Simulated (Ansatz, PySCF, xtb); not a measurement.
Noncovalent pair: H2O (SMILES O) (first 3 atoms) with PH3 (SMILES P); geometry from B3LYP-D3(BJ)/def2-TZVP, rigid monomers moved along the line of their centres of mass till H2···P4 is 2.97 Å.
(charge 0, multiplicity 1):
```xyz
7

O      0.2632    -0.0779    -0.5425
H      0.1242     0.0001     0.4118
H      1.1449     0.2748    -0.6984
P     -0.5480     0.1622     3.3004
H      0.0878    -0.5549     4.3428
H     -0.6754     1.3575     4.0487
H     -1.8455    -0.3069     3.6167
```

Counterpoise-corrected where a basis set is named; no monomer relaxation.

The values were computed with Ansatz (Gaussian orbitals); PySCF for the dispersion terms; xtb for the GFN methods. Values without a source in brackets are computed.

### Question
One of these levels gives -98.9 meV for the interaction energy. Name it.
(A) GFN2-xTB
(B) PBE-D3(BJ)/def2-TZVPPD
(C) r2SCAN-D3(BJ)/def2-TZVPPD

### Answer
C, r2SCAN-D3(BJ)/def2-TZVPPD. The others give -69.6 (GFN2-xTB), -117.0 (PBE-D3(BJ)/def2-TZVPPD)

Ansatz is an electronic-structure program.
